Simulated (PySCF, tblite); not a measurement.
Isomers of C6H7OP, one GFN2-xTB conformer each. Single-point energies are computed at PBE0/pcSseg-1 (PySCF, gas phase, no added dispersion term), electronic only.

```
              SMILES  GFN2-xTB relative energy (kJ/mol)
          COc1ccpcc1                               11.2
         C#CCP=C=COC                              340.3
  C#C[P@]1(=O)C=CCC1                               47.3
C=CC1=C[P@H](=O)C=C1                                0.0
      c1occ(C2CC2)p1                               24.6
      c1cpc(C2CC2)o1                               18.8
```

Conformers: `[CH3:1][O:2][c:3]1[cH:4][cH:5][p:6][cH:7][cH:8]1` with C1–O2–C3–C4 180°; `[CH:1]#[C:2][CH2:3][P:4]=[C:5]=[CH:6][O:7][CH3:8]` with C2–C3–P4–C5 89°, C5–C6–O7–C8 -174°; `[CH:1]#[C:2][P@:3]1(=[O:4])[CH:5]=[CH:6][CH2:7][CH2:8]1` with C2–P3–C5–C6 -95°, C5–C6–C7–C8 -17°, C6–C7–C8–P3 23°, C2–P3–C8–C7 86°; `[CH2:1]=[CH:2][C:3]1=[CH:4][P@H:5](=[O:6])[CH:7]=[CH:8]1` with C1–C2–C3–C4 -172°; `[cH:1]1[o:2][cH:3][c:4]([CH:5]2[CH2:6][CH2:7]2)[p:8]1` with C3–C4–C5–C6 146°; `[cH:1]1[cH:2][p:3][c:4]([CH:5]2[CH2:6][CH2:7]2)[o:8]1` with P3–C4–C5–C6 -36°.

Task: What does PBE0/pcSseg-1 give for the same structures?

Result: 
| SMILES | PBE0/pcSseg-1 E (Eh) | PBE0/pcSseg-1 (kJ/mol) | GFN2-xTB (kJ/mol) | point group |
| --- | --- | --- | --- | --- |
| COc1ccpcc1 | -648.86330 | 0.0 | 11.2 | Cs |
| c1cpc(C2CC2)o1 | -648.83587 | 72.0 | 18.8 | near Cs |
| C=CC1=C[P@H](=O)C=C1 | -648.83348 | 78.3 | 0.0 | C1 |
| c1occ(C2CC2)p1 | -648.83217 | 81.7 | 24.6 | Cs |
| C#C[P@]1(=O)C=CCC1 | -648.81683 | 122.0 | 47.3 | C1 |
| C#CCP=C=COC | -648.72254 | 369.6 | 340.3 | C1 |

GFN2-xTB puts C=CC1=C[P@H](=O)C=C1 lowest instead; measured from each level's own lowest isomer, the values differ by up to 78.3 kJ/mol (C=CC1=C[P@H](=O)C=C1: 0.0 against 78.3). As drawn, the lowest has an aromatic ring, which the highest lacks; the highest has a C≡C bond, cumulated double bonds and a C=C bond outside aromatic rings, which the lowest lacks. Neighbours under 10 kJ/mol apart (c1cpc(C2CC2)o1 and C=CC1=C[P@H](=O)C=C1; C=CC1=C[P@H](=O)C=C1 and c1occ(C2CC2)p1) can change places with a better method, another conformer or zero-point energy.

Task: Which frontier levels, dipoles and rotational constants go with these structures?

Result: 
```
              SMILES  HOMO (eV, PBE0/pcSseg-1)  LUMO (eV)  dipole (D)       A, B, C (MHz)
          COc1ccpcc1                     -6.45      -1.13        2.94   4602, 1136, 916.6
      c1cpc(C2CC2)o1                     -6.26      -0.67        1.16    4021, 1338, 1089
C=CC1=C[P@H](=O)C=C1                     -7.12      -2.41        4.81   5297, 1044, 906.8
      c1occ(C2CC2)p1                     -6.76      -0.84        1.28    4087, 1301, 1070
  C#C[P@]1(=O)C=CCC1                     -7.71      -0.95        4.84    2520, 1591, 1351
         C#CCP=C=COC                     -6.48      -1.65        2.64  3630, 700.4, 631.0
```

Task: What happens when harmonic zero-point energies from GFN2-xTB frequencies are added?

Result: 
| SMILES | ZPE (kJ/mol) | electronic (kJ/mol) | with ZPE (kJ/mol) |
| --- | --- | --- | --- |
| COc1ccpcc1 | 296.7 | 0.0 | 0.0 |
| c1cpc(C2CC2)o1 | 299.9 | 72.0 | 75.2 |
| C=CC1=C[P@H](=O)C=C1 | 286.6 | 78.3 | 68.2 |
| c1occ(C2CC2)p1 | 300.0 | 81.7 | 85.0 |
| C#C[P@]1(=O)C=CCC1 | 289.7 | 122.0 | 115.0 |
| C#CCP=C=COC | 281.3 | 369.6 | 354.2 |

The zero-point energies span 18.7 kJ/mol. The lowest isomer stays, but the order above it changes.
